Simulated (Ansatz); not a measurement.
Born–Oppenheimer molecular dynamics of C2H10OSi (14 atoms, charge 0, multiplicity 1). It starts at the highest image of a converged band. Of that band: Neighbouring images differ by up to 1.5 eV, so the band resolves the path poorly. A vibrational analysis at the climbing image gives one clearly imaginary mode, 1088i cm⁻¹: a first-order saddle point.

Computed with RKS BLYP/def2-SVP in Ansatz.

| Property | Result |
| --- | --- |
| ensemble | NVE (velocity Verlet) |
| time step | 0.5 fs |
| steps asked | 200 |
| starting velocities drawn for | 100 K |
| seed | 9956 |

First frame:

```xyz
14
Properties=species:S:1:pos:R:3
Si -0.118 0.184 0.199
H 1.538 -0.313 -0.320
C -0.534 -1.538 0.875
C -0.529 0.568 -1.624
H -1.101 1.106 0.915
H 1.832 0.487 0.432
O 1.298 1.091 1.245
H -1.635 -1.661 0.952
H -0.113 -1.649 1.895
H -0.119 -2.348 0.243
H -1.629 0.656 -1.753
H -0.087 1.544 -1.918
H -0.134 -0.201 -2.317
H 1.330 2.071 1.176
```

Problem. How far do the bonds stretch over the last three quarters of this one trajectory? (Pairs bonded in most of those frames.)

Solution. 
| bond | mean (Å) | spread (Å) | shortest | longest |
| --- | --- | --- | --- | --- |
| Si1–H2 | 1.514 | 0.051 | 1.44 | 1.60 |
| Si1–C3 | 1.915 | 0.018 | 1.87 | 1.94 |
| Si1–C4 | 1.906 | 0.032 | 1.86 | 1.96 |
| Si1–H5 | 1.507 | 0.012 | 1.49 | 1.53 |
| C3–H8 | 1.111 | 0.006 | 1.10 | 1.12 |
| C3–H9 | 1.111 | 0.003 | 1.10 | 1.12 |
| C3–H10 | 1.112 | 0.016 | 1.09 | 1.14 |
| C4–H11 | 1.110 | 0.005 | 1.10 | 1.12 |
| C4–H12 | 1.111 | 0.004 | 1.10 | 1.12 |
| C4–H13 | 1.110 | 0.006 | 1.10 | 1.12 |
| H6–O7 | 0.979 | 0.004 | 0.97 | 0.99 |
| O7–H14 | 0.980 | 0.003 | 0.97 | 0.98 |

Mean temperature of the second half: 878 K. The conserved energy stayed within 0.038 meV per atom of its start (net change 0.032 meV per atom), so the integration is sound. The system heated up, since it started high on the potential surface and ran downhill. A run of 0.1 ps of so small a system gives no equilibrium averages. The orbitals stay closed-shell, which can raise the energy where a bond breaks towards radicals; this wasn't checked here.

Time of the run: 3.9 min on 2 threads of AMD EPYC 9R14 (Zen 4) (shared host), peak memory 0.15 GiB.
